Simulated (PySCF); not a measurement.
Energy of Rh²⁺ (rhodium, charge +2) between two integer charges

The 4d beta orbital of [Kr] 4d7 is emptied in steps (occupation f), with all orbitals relaxed, ending at [Kr] 4d6. Calculation: PySCF 2.14, in aug-cc-pVTZ-PP with ECP28MDF; a scalar-relativistic core potential. The exact energy is a straight line in f; departures are measured from the line between the end points of the same method.

```csv
f,BHandHLYP (eV),wB97X (eV),M06-2X (eV)
1,0.000,0.000,0.000
0.8,-0.404,-0.303,-0.434
0.6,-0.612,-0.460,-0.666
0.4,-0.617,-0.465,-0.686
0.2,-0.415,-0.311,-0.477
0,0.000,0.000,0.000
```

Task: For M06-2X, how does the orbital energy at f = 1 compare with the removal energy?

Result: −ε = 28.556 eV against a total-energy difference of 31.211 eV. By Janak's theorem ε = ∂E/∂f, so the gap between them reflects the curvature. Along the path −ε is 29.538 (f = 0.8), 30.569 (f = 0.6), 31.666 (f = 0.4), 32.877 (f = 0.2) eV.

```
   method  E(f=0) − E(f=1) (eV)  −ε at f=1 (eV)  −ε at f=0.4 (eV)
BHandHLYP                30.833          28.329            31.320
    wB97X                30.924          29.051            31.292
   M06-2X                31.211          28.556            31.666
```

Reference removal energy between the ground levels: 31.06 eV (semi-empirical (NIST evaluation); NIST Atomic Spectra Database, ionization energies). The calculation has no spin-orbit coupling. The determinant left behind need not be the lowest term of the ion.
